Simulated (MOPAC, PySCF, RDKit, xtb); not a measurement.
Dimer: NH3 (SMILES N) (first 4 atoms) with C2H3F (SMILES C=CF); geometry from B3LYP-D3(BJ)/def2-TZVP, rigid monomers moved along the line of their centres of mass till H2···F7 is 3.32 Å.
(charge 0, multiplicity 1):
```json
[
 {"atom": "N", "x (Å)": "-0.0276", "y (Å)": "-0.0953", "z (Å)": "0.6433"},
 {"atom": "H", "x (Å)": "0.6550", "y (Å)": "0.2467", "z (Å)": "1.3112"},
 {"atom": "H", "x (Å)": "0.4178", "y (Å)": "-0.8251", "z (Å)": "0.0988"},
 {"atom": "H", "x (Å)": "-0.2428", "y (Å)": "0.6662", "z (Å)": "0.0100"},
 {"atom": "C", "x (Å)": "-0.9667", "y (Å)": "-0.2895", "z (Å)": "4.8571"},
 {"atom": "C", "x (Å)": "0.1350", "y (Å)": "0.2273", "z (Å)": "5.3588"},
 {"atom": "F", "x (Å)": "1.1576", "y (Å)": "0.6439", "z (Å)": "4.5692"},
 {"atom": "H", "x (Å)": "-1.1028", "y (Å)": "-0.4040", "z (Å)": "3.7886"},
 {"atom": "H", "x (Å)": "-1.7474", "y (Å)": "-0.6038", "z (Å)": "5.5348"},
 {"atom": "H", "x (Å)": "0.3627", "y (Å)": "0.3815", "z (Å)": "6.4050"}
]
```

Counterpoise-corrected where a basis set is named; no monomer relaxation. Rows marked so take none. RDKit's UFF carries no charges.

Rows in 3-21G carry no dispersion term and start afresh at each structure. The state that PM6 reach isn't checked.

Run with MOPAC for PM6 (differences of heats of formation); PySCF for 3-21G rows; RDKit for the force fields; xtb for the GFN methods. 

### Question
One of these levels gives -1.55 kcal/mol for the interaction energy. Name it.
A. B3LYP/3-21G (no counterpoise)
B. GFN2-xTB
C. PM6
D. UFF

### Answer
B, GFN2-xTB. The others give -0.43 (UFF), -0.81 (PM6), -2.02 (B3LYP/3-21G (no counterpoise))
